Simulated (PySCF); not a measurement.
Ge(OMe)(SH), CH₄GeOS, SMILES [SH][Ge][O]C, singlet (PBE0/def2-SVP optimised geometry):

```
8

Ge    -0.044    -0.880     0.000
O     -0.157     0.905     0.000
C     -1.382     1.582     0.001
H     -1.459     2.226     0.894
H     -1.457     2.231    -0.888
H     -2.258     0.903    -0.002
S      2.200    -0.880     0.000
H      2.258    -2.231     0.001
```

Level of theory: PBE0/def2-TZVP (PySCF).

Problem. What are the frontier orbital energies and the dipole moment?

Solution. HOMO-2 -8.66 eV, HOMO-1 -7.51 eV, HOMO -7.03 eV, LUMO -1.95 eV, LUMO+1 0.06 eV; dipole moment 2.05 D.

On the same geometry PBE/def2-TZVP in PySCF gives HOMO-2 -7.24 eV, HOMO-1 -6.27 eV, HOMO -5.92 eV, LUMO -2.66 eV, LUMO+1 -0.72 eV; dipole moment 1.89 D.

Meta-Löwdin charges at PBE0/def2-TZVP: Ge1 0.51, O2 -0.55, C3 -0.12, H4 0.12, H5 0.12, H6 0.09, S7 -0.26, H8 0.10.
